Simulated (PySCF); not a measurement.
4-fluoro-1,3-thiazole (C₃H₂FNS), SMILES n1cscc1F.

Coordinates come from a r2SCAN-D4/def2-SVP optimisation.

All values below come from PySCF with M06-2X/def2-TZVP.

Symmetry labels are those of the subgroup Cs that the program uses (full group Cs).

List the valence orbital energies around the gap with their symmetry. (The exact figures need the calculation; the answer reports its results.)


| orbital | symmetry | energy (eV) |
|---|---|---|
| HOMO−7 | A' | -15.65 |
| HOMO−6 | A' | -14.24 |
| HOMO−5 | A' | -13.38 |
| HOMO−4 | A" | -13.28 |
| HOMO−3 | A' | -12.19 |
| HOMO−2 | A' | -10.03 |
| HOMO−1 | A" | -9.80 |
| HOMO | A" | -8.41 |
| LUMO | A" | -0.32 |
| LUMO+1 | A' | 0.96 |
| LUMO+2 | A" | 2.12 |
| LUMO+3 | A' | 2.42 |
